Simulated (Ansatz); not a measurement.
The cluster Te4Pb2. Charge 0, multiplicity 1. Geometry PBE-D4/def2-SVP.

```csv
atom,x (Å),y (Å),z (Å)
Pb1,0.616,2.032,1.032
Pb2,0.423,-2.276,0.467
Te3,-1.434,-0.264,1.764
Te4,0.252,1.711,-1.838
Te5,-2.038,-1.292,-0.738
Te6,2.181,0.088,-0.686
```

In the def2 sets Pb, Te take a core potential; there is no spin–orbit coupling. B3LYP takes the VWN-RPA correlation. The structure comes from a short search, and lower isomers may exist.

Task: Estimate the orbital energies around the gap (eV) in Ansatz with PBE-D4/def2-TZVP, BLYP-D4/def2-TZVP, r2SCAN-D4/def2-TZVP, B3LYP-D4/def2-TZVP, PBE0-D4/def2-TZVPD.

Result: 
| orbital | PBE-D4/def2-TZVP | BLYP-D4/def2-TZVP | r2SCAN-D4/def2-TZVP | B3LYP-D4/def2-TZVP | PBE0-D4/def2-TZVPD |
| --- | --- | --- | --- | --- | --- |
| HOMO−5 | -6.55 | -6.34 | -6.83 | -7.24 | -7.49 |
| HOMO−4 | -5.87 | -5.66 | -6.10 | -6.51 | -6.73 |
| HOMO−3 | -5.81 | -5.60 | -6.06 | -6.48 | -6.71 |
| HOMO−2 | -5.44 | -5.25 | -5.67 | -6.07 | -6.28 |
| HOMO−1 | -5.07 | -4.88 | -5.27 | -5.72 | -5.95 |
| HOMO | -4.73 | -4.54 | -4.91 | -5.36 | -5.57 |
| LUMO | -2.98 | -2.85 | -2.92 | -2.47 | -2.33 |
| LUMO+1 | -2.90 | -2.77 | -2.80 | -2.37 | -2.21 |
| LUMO+2 | -2.66 | -2.57 | -2.55 | -2.28 | -2.12 |
| LUMO+3 | -2.25 | -2.14 | -2.15 | -1.89 | -1.76 |
| LUMO+4 | -1.96 | -1.85 | -1.85 | -1.55 | -1.39 |
| LUMO+5 | -1.83 | -1.74 | -1.66 | -1.43 | -1.29 |
